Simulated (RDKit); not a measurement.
Job for RDKit: UFF on CH6ClN (a complex), monomers drawn apart or pushed together.

```python
from rdkit import Chem
from rdkit.Chem import AllChem, rdDetermineBonds

blocks = [
'''4

N     0.27941773    0.08280984    0.00810242
H     0.43855938    0.86483503   -0.61656779
H     0.13857952   -0.73979550   -0.56683603
H    -0.58876023    0.26029502    0.50291554
''',
'''5

C     0.13184692    0.25749900    5.27448690
Cl   -1.63609909    0.58254653    5.13868690
H     0.52092821    0.15869587    4.26480766
H     0.58470583    1.09539897    5.79573544
H     0.25848740   -0.65971438    5.84154652
''',
]
mol = None
for b in blocks:
    f = Chem.MolFromXYZBlock(b)
    rdDetermineBonds.DetermineBonds(f, charge=0)
    mol = f if mol is None else Chem.CombineMols(mol, f)
Chem.SanitizeMol(mol)
print(Chem.MolToSmiles(Chem.RemoveHs(mol)))
ff = AllChem.UFFGetMoleculeForceField(mol, vdwThresh=100.0, ignoreInterfragInteractions=False)
e = ff.CalcEnergy()
print(f'UFF energy {e:.6f} kcal/mol')
```

Program output:

```
CCl.N
UFF energy 2.314082 kcal/mol
```

The run finished.

Cost: very roughly 0.020 core-seconds.
